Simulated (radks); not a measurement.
Numerical settings for the samarium ion Sm+, [Xe] 4f6 6s1. Method: Dirac Kohn-Sham, PBE, spin-unpolarised, spherical densities, point nucleus; open shells fill j = l - 1/2 first; computed with a radial shooting solver on a logarithmic mesh with Libxc functionals. The defaults (mesh step 0.008 in ln r, mesh end at 40 bohr or more with all orbitals vanishing there, Anderson mixing 0.5 over 9 steps, residual threshold near 1e-9 with the energy settled to 1e-9 hartree or 1e-11 of itself, here a cap of 52 iterations) give E = -10434.3554 hartree and 6s1/2 at -8.409 eV in 16 iterations. Run on one thread of a shared host, so times are rough (Intel(R) Xeon(R) 6975P-C): 0.18 s of CPU time, 0.18 s wall, 16 iterations on 2648 mesh points. Changes against that run (0 stands for a change within the tolerance of the run):

setting,iterations,converged,E (mhartree),e(6s1/2) (meV),CPU (s)
mesh step in ln r 0.05,16,yes,+0.0362,+0.0194,0.05
mesh step in ln r 0.005,16,yes,0,0,0.28
mesh step in ln r 0.003,16,yes,0,0,0.41
mesh end (bohr) 3,14,level above zero,+2.25e+03,+4.46e+04,0.12
mesh end (bohr) 8,16,yes,+5.22,+251,0.15
residual threshold 0.001,11,yes,0,+0.125,0.13
residual threshold 0.01,11,yes,0,+0.125,0.12
mixing 1,12,yes,0,0,0.12
"linear mixing, mixing 0.2",52,no,0,-0.0162,0.37
"linear mixing, mixing 0.05",52,no,+0.629,-291,0.43
mixing history 20,23,yes,0,0,0.19
iteration cap 8,8,no,+0.0111,+5.46,0.09

Settled on a wrong energy, with an occupied level pushed above zero by the early mesh end: mesh end (bohr) 3 (+2.25 hartree). Apart from these: settings that end as converged yet miss the energy by more than 1 mhartree: mesh end (bohr) 8 (+0.00522 hartree). A mesh that ends early acts as a hard wall.
